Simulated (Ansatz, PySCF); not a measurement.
Species: sum formula BN$_{2}$H$_{4}$Cl, charge 0, multiplicity 1. 
Geometry from a B3LYP-D3(BJ)/def2-TZVP (Ansatz, a quantum-chemistry and plane-wave program) optimisation:
```xyz
8

B      0.0377    -0.3799     0.2317
Cl    -0.1142     1.1521    -0.7027
N      1.3276    -0.9079     0.4162
N     -1.1419    -0.9641     0.7256
H      1.5145    -1.7558     0.9220
H      2.1444    -0.4576     0.0458
H     -1.1603    -1.8167     1.2571
H     -2.0442    -0.5528     0.5705
```

Quantity: vertical ionisation energy (to the doublet state of charge +1; each state is the SCF solution reached for its spin; the UHF <S^2> is 0.90 for the doublet (pure: 0.75); for the doublet the Hartree-Fock reference is unstable and T1 is 0.022), in eV. UHF or UKS for open shells. Spin-orbit coupling is left out. No relativistic terms. 

| level | program | vertical ionisation energy (eV) |
|---|---|---|
| RI-HF/aug-cc-pV(T+d)Z | Ansatz | 8.89 |
| SVWN5/def2-TZVPD | Ansatz | 9.65 |
| r2SCAN/def2-TZVPD | Ansatz | 9.45 |
| PBE0/def2-TZVPD | Ansatz | 9.61 |
| wB97M-V/def2-TZVPD | Ansatz | 9.83 |
| wB97X-V/def2-TZVPD | Ansatz | 9.85 |

For comparison, minus the highest occupied orbital energy (PySCF): 7.18 eV at B3LYP/def2-TZVPD, 10.89 eV at HF/def2-TZVPD, 8.86 eV at M06-2X/def2-TZVPD.
